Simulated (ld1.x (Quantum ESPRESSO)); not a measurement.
## Transferability test, TM potential for Ge (Z = 32)

```json
{
 "Element": "germanium",
 "Generator": "ld1.x (Quantum ESPRESSO) 7.5",
 "Type": "norm-conserving Troullier–Martins (Kleinman–Bylander form)",
 "Functional": "PBEsol",
 "Relativity": "non-relativistic",
 "Frozen core": "[Ar] 3d10",
 "Valence charge": "4",
 "Reference configuration": "4s1.5 4p2.5",
 "Partial waves": "4p (bound): rc 2.45 bohr; 4s (bound): rc 1.30 bohr",
 "Local potential": "the s channel",
 "Core correction": "a·sin(br)/r model core inside 1.00 bohr"
}
```

Energies are relative to the spin-unpolarised reference configuration 4s1.5 4p2.5; without spin polarisation the order of configurations can differ from experiment.

Give the all-electron excitation energy and the error of the potential for: 4s2 4p2; 4s2 4p1; 4s2 4p0; 4s1 4p2; 4s0 4p4; 4s1 4p0; 4s2 4p2.3.

```csv
valence configuration,charge,ΔE all-electron (eV),error AE − PS (meV)
4s2 4p2,0,-3.769,-2.7
4s2 4p1,+1,3.717,-3.3
4s2 4p0,+2,19.177,-27
4s1 4p2,+1,12.025,-19
4s0 4p4,0,11.648,-33
4s1 4p0,+3,53.417,-201
4s2 4p2.3,-0.3,-4.663,-3.7
```

Note: ghost state, extra bound levels that the all-electron valence spectrum of the same l lacks: p at -85.4 eV. A true bound ghost makes a file unfit for plane-wave use.
